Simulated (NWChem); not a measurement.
System meant: CH6AuP; SMILES [CH3][Au]<-[PH3]

Input file for NWChem:

```
start job
memory heap 200 mb stack 900 mb global 1100 mb
geometry units angstroms noautoz
  Au    -0.000532    -0.238092     0.000041
  C     -0.000750    -2.294442     0.000021
  H      0.886472    -2.684482    -0.524571
  H     -0.898680    -2.684392    -0.506104
  H      0.009913    -2.684543     1.030654
  P     -0.000405     2.097586    -0.000002
  H      1.196220     2.793859    -0.312766
  H     -0.327672     2.794081     1.192593
  H     -0.869426     2.794178    -0.879812
end
basis spherical
  * library def2-svp
end
dft
  xc pbe0
  iterations 150
  mulliken
end
task dft energy
```

End of the output:

```
          Convergence Information
          -----------------------
          Convergence aids based upon iterative change in
          total energy or number of iterations.
          Levelshifting, if invoked, occurs when the
          HOMO/LUMO gap drops below (HL_TOL):  1.00D-02
          DIIS, if invoked, will attempt to extrapolate
          using up to (NFOCK): 10 stored Fock matrices.

                    Damping( 0%)  Levelshifting(0.5)       DIIS
                  --------------- ------------------- ---------------
          dE  on:    start            ASAP                start
          dE off:    2 iters        150 iters           150 iters

      Screening Tolerance Information
      -------------------------------
          Density screening/tol_rho:  1.00D-10
          AO Gaussian exp screening on grid/accAOfunc:  14
          CD Gaussian exp screening on grid/accCDfunc:  20
          XC Gaussian exp screening on grid/accXCfunc:  20
          Schwarz screening/accCoul:  1.00D-08

      Superposition of Atomic Density Guess
      -------------------------------------

      charge =      79.0 Au (Gold)

      symmetry species            s     p     d     f
      number of basis functions = 7     6     5     1
      number of cont. functions = 6     3     2     1
      number of closed shells   = 6     4     2     1
      number of open shells     = 0     0     1     0
      open shell occupation     = 0     0     9     0
 ------------------------------------------------------------------------
 atomscf:atomd: error in atom scf                   0
 ------------------------------------------------------------------------
 ------------------------------------------------------------------------
  current input line :
    22: task dft energy
 ------------------------------------------------------------------------
 ------------------------------------------------------------------------
 This error has not yet been assigned to a category
 ------------------------------------------------------------------------
 For more information see the NWChem manual at https://nwchemgit.github.io

0:atomscf:atomd: error in atom scf:Received an Error in Communication
```

Question: What is wrong, and how is it mended?

Answer: The program stopped with an error. Cause: the def2 basis of a heavy element holds valence functions alone and wants its effective core potential (without it all electrons must fit into that basis). This input runs:
```
start job
memory heap 200 mb stack 900 mb global 1100 mb
geometry units angstroms noautoz
  Au    -0.000532    -0.238092     0.000041
  C     -0.000750    -2.294442     0.000021
  H      0.886472    -2.684482    -0.524571
  H     -0.898680    -2.684392    -0.506104
  H      0.009913    -2.684543     1.030654
  P     -0.000405     2.097586    -0.000002
  H      1.196220     2.793859    -0.312766
  H     -0.327672     2.794081     1.192593
  H     -0.869426     2.794178    -0.879812
end
basis spherical
  Au library def2-svp
  C library def2-svp
  H library def2-svp
  P library def2-svp
end
ecp
  Au library def2-ecp
end
dft
  xc pbe0
  iterations 150
  mulliken
end
task dft energy
```
It converges to -518.48632 Ha (PBE0/def2-SVP with def2 effective core potentials on Au).
